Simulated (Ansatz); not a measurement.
System: sum formula H5GeO4, charge 1, multiplicity 1. It need not be the lowest isomer of its formula. SMILES: [OH][Ge]([OH])([OH])[OH2+]
Geometry from a B3LYP-D3(BJ)/def2-TZVP (Ansatz, a first-principles code) optimisation:
```xyz
10

O      0.0460     1.3164    -1.2124
Ge     0.0050    -0.1347     0.1221
O     -1.1673     0.4788     1.2301
O     -0.4855    -1.3014    -1.0582
O      1.6179    -0.1317     0.7293
H      0.0104     2.2544    -0.9632
H     -0.8763     0.5703     2.1491
H     -1.2292    -1.8748    -0.8255
H      2.2590    -0.7001     0.2791
H     -0.4115     1.1640    -2.0565
```
Charge +1, spin multiplicity 1.

Parts of the frozen-core correlation energy in cc-pVTZ (Ansatz, hartree). Frozen orbitals: 18; correlated occupied orbitals by spin: 16 and 16; virtual: 199 and 199. No spin-orbit coupling. Non-relativistic.

```json
[
 {"term": "reference (HF)", "value": "-2377.75619"},
 {"term": "MP2 opposite-spin", "value": "-0.80790"},
 {"term": "MP2 same-spin", "value": "-0.27668"},
 {"term": "CCSD correlation", "value": "-1.09293"},
 {"term": "(T)", "value": "-0.03880"},
 {"term": "T1 diagnostic", "value": "0.012"},
 {"term": "largest doubles amplitude", "value": "0.019"}
]
```
